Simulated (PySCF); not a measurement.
Input for PySCF: R-B3LYP/LANL2DZ on AlH3O2 (SMILES [OH][AlH][OH]).

```python
from pyscf import gto, scf, dft, mp
from pyscf.data.elements import chemcore

mol = gto.M(
    atom='''
    O    -0.05097669    0.60305149    1.52220146
    Al   -0.03541383   -0.51320347    0.25434337
    O    -0.06332002    0.06476394   -1.34271926
    H    -0.03828870    0.38351562    2.46482395
    H     0.00454232   -2.06806110    0.44491895
    H    -0.08781318    0.99953014   -1.55344318
    ''',
    basis='lanl2dz',
    ecp={'Al': 'lanl2dz'},
    charge=0, spin=0, verbose=3, max_memory=1800)
mf = dft.RKS(mol, xc='b3lyp')
mf.conv_tol = 1e-8
mf.max_cycle = 100
mf.kernel()
if not mf.converged:
    mf = mf.newton().run(mf.mo_coeff, mf.mo_occ)
```

What total energy does the run end on?

-154.3338 hartree.
